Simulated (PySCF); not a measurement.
# Correlation energy of Si (silicon, neutral)

[Ne] 3s2 3p1 4s1, 4s spin antiparallel (an excited configuration). All numbers are calculated (PySCF 2.14, no relativity, point nucleus, in dyall-av2z). Frozen: [Ne]; 4 electrons correlated; the 15 highest virtual orbitals of each spin left out.

MP2 pair energies summed by pair of shells (mhartree):

```csv
pair,energy,share (%)
3s-3s,-20.66,47.2
3s-3p,-14.82,33.8
3s-4s,-5.25,12.0
3p-4s,-3.07,7.0
```

Total MP2 correlation energy: -43.81 mhartree.

Same-spin part -4.79 and opposite-spin part -39.02 mhartree; SCS-MP2 scales them by 1/3 and 6/5 to -48.42 mhartree.
